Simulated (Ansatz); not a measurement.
One change: `C=CBCl` becomes `C=CB(S)Cl`.

Ansatz, PBE0-D4/def2-TZVP geometries, multiplicity 1. Each molecule was computed in one conformer, which needn't be the lowest.

| property | `C=CBCl` |
| --- | --- |
| HOMO energy (B3LYP/def2-TZVPP) / eV | -8.22 |
| LUMO energy (PBE/def2-TZVPP) / eV | -3.02 |
| HOMO energy (PBE/def2-TZVPP) / eV | -7.07 |
| HOMO energy (PBE0/def2-TZVPP) / eV | -8.46 |
| size of the dipole moment (ωB97M-V/def2-TZVPP) / D | 1.90 |
| HOMO–LUMO gap (PBE0/def2-TZVPP) / eV | 6.39 |

Problem. What does the change do to each property? (An estimate is asked.)

Solution. The calculation gave: 
| property | `C=CB(S)Cl` | shift |
| --- | --- | --- |
| HOMO energy (B3LYP/def2-TZVPP) / eV | -7.63 | 0.59 |
| LUMO energy (PBE/def2-TZVPP) / eV | -2.73 | 0.29 |
| HOMO energy (PBE/def2-TZVPP) / eV | -6.77 | 0.30 |
| HOMO energy (PBE0/def2-TZVPP) / eV | -7.89 | 0.57 |
| size of the dipole moment (ωB97M-V/def2-TZVPP) / D | 0.64 | -1.26 |
| HOMO–LUMO gap (PBE0/def2-TZVPP) / eV | 6.03 | -0.36 |

With PBE0 the HOMO rises by 0.57 eV and the LUMO rises by 0.21 eV, so the gap narrows by about 0.36 eV. PBE moves the HOMO by 0.30 eV and ωB97M-V by 0.68 eV. Dipoles are sizes alone; their direction can turn.

B3LYP here is the variant with VWN-RPA as its local correlation; programs differ in this.
